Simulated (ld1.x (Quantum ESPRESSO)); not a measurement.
mercury: variants of one TM potential

Base potential:

* Element: mercury (Hg)
* Generator: ld1.x (Quantum ESPRESSO) 7.5
* Type: norm-conserving Troullier–Martins (Kleinman–Bylander form)
* Functional: PW91
* Relativity: scalar-relativistic
* Frozen core: [Kr] 4d10 4f14
* Valence charge: 20
* Reference configuration: 5s2 5p6 5d10 6s1.5 6p0 (charge +0.5)
* Partial waves: 5s (bound): rc 1.45 bohr; 5d (bound): rc 1.90 bohr; 5p (bound): rc 1.00 bohr
* Local potential: the p channel
* Core correction: none

Occupied shells without a wave of their own: 6s. They enter only through the test configuration that unscreens the potential.

All-electron outer shells of the reference configuration (PW91, scalar-relativistic, ld1.x):

```
shell  level (eV)  outermost node (bohr)  outermost maximum (bohr)
   5s     -122.69                   0.47                      0.82
   4f     -100.38                      –                      0.37
   5p      -71.00                   0.50                      0.93
   5d      -14.28                   0.55                      1.17
   6s      -10.74                   1.08                      2.18
   6p       -4.16                   1.27                      3.02
```

Cutoffs, loose and tight: the cutoffs (Ry, on a coarse ladder) from which the occupation-weighted sum of valence levels, in a spherical-Bessel basis at the reference potential, stays within 10 and 1 mRy of its value at 400 Ry. They do not see the model core or the augmentation charge, which bear on the density cutoff. Test errors are all-electron minus pseudo excitation energies from the reference, over the configurations 5s2 5p6 5d10 6s2 6p0; 5s2 5p6 5d10 6s1 6p0; 5s2 5p6 5d10 6s0 6p0; 5s2 5p6 5d8 6s0 6p0; 5s1 5p6 5d10 6s2 6p0; 5s2 5p6 5d9 6s2 6p0; 5s2 5p5 5d10 6s2 6p0. A dash means not determined; rows that change the core or the reference have their own tests.

On the changes marked as counting shells twice: ld1.x takes every shell without a wave as core, so the model core holds the marked electrons as well and exchange and correlation see them twice. This cancels in the reference configuration, but the file is broken for other ones, and its errors say nothing about a proper core correction.

```csv
change,outcome,"cutoff, loose","cutoff, tight",bound ghosts,largest test error (meV)
base,"generated, misses its reference levels by 1.02 eV",160 Ry,260 Ry,none,-3367
core correction a·sin(br)/r model core inside 0.46 bohr (6s counted twice),"generated, misses its reference levels by 1.02 eV",160 Ry,260 Ry,none,-3907
core correction a·sin(br)/r model core inside 0.58 bohr (6s counted twice),"generated, misses its reference levels by 1.02 eV",160 Ry,260 Ry,none,-3907
core correction a·sin(br)/r model core inside 0.72 bohr (6s counted twice),"generated, misses its reference levels by 1.02 eV",160 Ry,260 Ry,none,-3906
core correction a·sin(br)/r model core inside 0.82 bohr (6s counted twice),"generated, misses its reference levels by 1.02 eV",160 Ry,260 Ry,none,-3905
core correction a·sin(br)/r model core inside 0.92 bohr (6s counted twice),"generated, misses its reference levels by 1.02 eV",160 Ry,260 Ry,none,-3904
core correction a·sin(br)/r model core inside 1.04 bohr (6s counted twice),"generated, misses its reference levels by 1.02 eV",160 Ry,260 Ry,none,-3901
core correction a·sin(br)/r model core inside 1.20 bohr (6s counted twice),"generated, misses its reference levels by 1.02 eV",160 Ry,260 Ry,none,-3897
```
